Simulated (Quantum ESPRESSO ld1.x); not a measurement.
Task: Hg29+, 51 electrons, occupied as [Kr] 4d10 4f5. All-electron calculation, scalar-relativistic Kohn-Sham, LDA (Slater exchange, Perdew-Zunger correlation), spin-unpolarised, spherical densities, point nucleus. Program: ld1.x of Quantum ESPRESSO 7.5. Some entries of the table are withheld. Estimate them.

| orbital | occ. | eigenvalue (hartree) | <r^2> (bohr^2) | r(max) (bohr) |
|---|---|---|---|---|
| 1s | 2 | -3091.25 | (1) | 0.01023 |
| 2s | 2 | -578.037 | 0.005801 | (2) |
| 2p | 6 | (3) | 0.004902 | (4) |
| 3s | 2 | -164.952 | 0.03718 | 0.1667 |
| 3p | 6 | -143.429 | 0.03824 | 0.1663 |
| 3d | 10 | -120.862 | 0.03160 | 0.1353 |
| 4s | 2 | -62.1060 | 0.1660 | 0.3683 |
| 4p | 6 | (5) | 0.1839 | 0.3850 |
| 4d | 10 | -46.0493 | 0.1938 | 0.3852 |
| 4f | 5 | (6) | 0.1808 | 0.3317 |

Result: 
(1) 1s <r^2> (bohr^2): 0.0003810
(2) 2s r(max) (bohr): 0.05917
(3) 2p eigenvalue (hartree): -503.599
(4) 2p r(max) (bohr): 0.04907
(5) 4p eigenvalue (hartree): -54.6744
(6) 4f eigenvalue (hartree): -36.8364
